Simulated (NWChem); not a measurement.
System: SiBrF, singlet; SMILES F[Si]Br

NWChem input:

```
start job
memory heap 200 mb stack 900 mb global 1100 mb
geometry units angstroms noautoz
  Si     0.644550    -1.160929     0.000000
  F     -0.768548    -1.946988     0.000000
  Br    -0.043758     1.020704     0.000000
end
basis spherical
  * library def2-svpd
end
dft
  xc xwpbe 0.80 cpbe96 1.0 hfexch 1.00
  cam 0.2 cam_alpha 0.2 cam_beta 0.8
  iterations 150
  vectors input atomic output neutral.movecs
end
task dft energy
charge 1
dft
  odft
  mult 2
  vectors input atomic output cation.movecs
end
task dft energy
charge -1
dft
  odft
  mult 2
  vectors input atomic output anion.movecs
end
task dft energy
```

Low-valent species are run as closed-shell singlets; no triplet was tried in these runs. Geometry: optimised at B3LYP/6-31G* (spherical d).

Ions are spin-unrestricted doublets at the neutral geometry; other ion states weren't tried.

**Question.** Give the results of this calculation. (LRC-wPBEh/def2-SVPD, vertical spin-unrestricted ions.) Quantities: vertical ionisation energy, ΔSCF (eV); −ε(HOMO) (eV); vertical electron affinity, ΔSCF (eV); −ε(LUMO) (eV).

**Answer.** 
```json
{
  "vertical ionisation energy, ΔSCF (eV)": "10.30",
  "−ε(HOMO) (eV)": "9.79",
  "vertical electron affinity, ΔSCF (eV)": "0.94",
  "−ε(LUMO) (eV)": "1.19"
}
```
